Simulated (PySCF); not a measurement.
This script is equivalent to a calculation on Be (beryllium, neutral).

```python
from pyscf import gto, scf, dft, mp, cc
import basis_set_exchange as bse
mol = gto.M(atom="Be 0 0 0", charge=0, spin=0, symmetry="D2h",
            basis=gto.basis.parse(bse.get_basis("aug-cc-pCVTZ", elements=["Be"], fmt="nwchem")))
mf = dft.UKS(mol, xc="WB97X")
mf.irrep_nelec = {'Ag': (2, 2)}
mf.kernel()
```

Problem. What total energy does it give?

Solution. -14.663 hartree (calculated).

Problem. Which occupied shell lies highest, and where?

Solution. 2s, at -8.632 eV.
